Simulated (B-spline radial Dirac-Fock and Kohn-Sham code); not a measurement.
Pd⁺ 3p3/2: cross section and angular parameters

System: the Pd⁺ ion, [Kr] 4d9; threshold 538.8 eV (orbital energy of the model). Method: Dirac-Hartree-Slater photoionisation with a Latter tail; cross sections with all multipoles, angular parameters from the dipole term and its interference with E2. Computed with a B-spline atomic structure program.

The run's input, task.json:

```json
{"items": [{
  "Z": 46,
  "q": 1,
  "cfg": [[1, 0, 2], [2, 0, 2], [2, 1, 6], [3, 0, 2], [3, 1, 6], [3, 2, 10], [4, 0, 2], [4, 1, 6], [4, 2, 9]],
  "A": 106,
  "rrms": 4.5318,
  "do": "xps",
  "hv": [78.8, 78.9, 80.0, 89.2, 91.9, 107.0, 145.0, 150, 162.0, 178.0, 219.0, 300, 487.0, 521.0, 671.0, 795.0, 941.0, 1253.6, 1390.0, 1520.0, 1830.0, 2000, 2830.0, 4000, 6000, 6180.0, 8047.8, 13800.0, 14100.0, 15000]
}]}
```

Run with: `python xray2_run.py task.json out`

For linearly polarised light dσ/dΩ = σ/(4π) [1 + β P₂(cos θ) + (δ + γ cos²θ) sin θ cos φ], with θ from the polarisation vector and φ the angle between the beam and the projection of the electron momentum on the plane normal to the polarisation.

| hν (eV) | σ (kb) | β | γ | δ |
| --- | --- | --- | --- | --- |
| 671 | 329 | 0.935 | 0.243 | 0.085 |
| 795 | ? | ? | ? | ? |
| 941 | 220 | 1.430 | 0.134 | 0.013 |
| 1253.6 | 141 | 1.576 | -0.009 | 0.003 |
| 1390 | 118 | 1.604 | -0.027 | 0.003 |
| 1520 | 100 | 1.621 | -0.029 | 0.003 |
| 1830 | 70.0 | 1.639 | 0.004 | 0.005 |
| 2000 | 58.5 | 1.641 | 0.035 | 0.006 |
| 2830 | 27.7 | 1.619 | 0.237 | 0.011 |
| 4000 | 12.2 | 1.560 | 0.529 | 0.020 |
| 6000 | 4.31 | 1.452 | 0.936 | 0.040 |
| 6180 | 3.98 | 1.443 | 0.968 | 0.042 |
| 8047.8 | 1.92 | 1.353 | 1.252 | 0.064 |
| 13800 | 0.395 | 1.129 | 1.808 | 0.137 |
| 14100 | 0.370 | 1.119 | 1.829 | 0.140 |
| 15000 | 0.306 | 1.090 | 1.888 | 0.152 |

Q: Give the values at 795 eV.

A: σ = 274 kb, β = 1.260, γ = 0.246, δ = 0.034.
